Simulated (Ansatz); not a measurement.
Br4Zr (SMILES [Br][Zr]([Br])([Br])[Br]), singlet, geometry from GFN2-xTB (such geometries of metal compounds can be far from the true shape) (core potentials on Zr), with bond 3-1 at 1.25 times its length; B3LYP/def2-SV(P) (Ansatz, a quantum-chemistry and plane-wave program).

Input for Ansatz:
Ansatz 0.2 input:
```yaml
crystal:
  periodic: [false, false, false]
  atoms:
    - {symbol: Zr, position_ang: [0.00000000, 0.00000000, 0.00000000]}
    - {symbol: Br, position_ang: [1.95511769, -0.53272077, -1.43766626]}
    - {symbol: Br, position_ang: [0.94156845, 0.35435501, 2.93827249]}
    - {symbol: Br, position_ang: [-1.05976936, 2.10397017, -0.78953105]}
    - {symbol: Br, position_ang: [-1.64860309, -1.85473341, -0.12342069]}
basis:
  gaussian:
    orbitals: def2-SV_P_.json
hamiltonian:
  xc: b3lyp
```
The basis file holds def2-SV(P) in the JSON format of the Basis Set Exchange.

### Question
Predict the main parts of the log of this Ansatz run.

### Answer

```
Functional definition: B3LYP
1532 factors; integrals over basis functions are off by at most 2.4e-4 eV
mean field evaluation 1: about -281439.9598 eV, gradient 2.4e1 eV
mean field evaluation 2: about -281295.0788 eV, gradient 2.1e2 eV
mean field evaluation 4: about -281441.6014 eV, gradient 1.2e1 eV
mean field evaluation 8: about -281442.1447 eV, gradient 8.0e-1 eV
mean field evaluation 16: about -281442.1464 eV, gradient 1.3e-4 eV
mean field -281442.14644551 eV, -10342.8081135339 hartree, gradient 4.7e-5 eV, S^2 0.000000; 0 other end points of the search recorded, 0 dependent functions left out
reference -281442.14677769 eV, -10342.8081257412 hartree; 76, 76 occupied and 76, 76 virtual orbitals, 1532 factors
Total energy: -281442.14677769 eV, -10342.8081257412 hartree
```
